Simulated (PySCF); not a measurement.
A run for PySCF: R-B3LYP/3-21G on C3H5I (a complex), monomers drawn apart or pushed together.

```python
from pyscf import gto, scf, dft, mp
from pyscf.data.elements import chemcore

mol = gto.M(
    atom='''
    C    -0.36684336   -0.09415075    0.76662074
    C    -0.26250146   -1.05475692    0.05944209
    H    -0.44791120    0.75045712    1.40921915
    H    -0.17604532   -1.90233454   -0.57582001
    C     2.20969470   -0.08979116    5.72819687
    I     1.49762359    1.87706379    6.25821452
    H     1.84859029   -0.77528805    6.48596869
    H     1.80504318   -0.32267637    4.74978062
    H     3.29243077   -0.04476256    5.71485552
    ''',
    basis='3-21g',
    charge=0, spin=0, verbose=3, max_memory=1800)
mf = dft.RKS(mol, xc='b3lyp')
mf.conv_tol = 1e-8
mf.max_cycle = 100
mf.kernel()
if not mf.converged:
    mf = mf.newton().run(mf.mo_coeff, mf.mo_occ)
```

It printed:

```
converged SCF energy = -7006.6210441322
```

Self-consistency was reached.

Cost: very roughly 5 core-seconds.
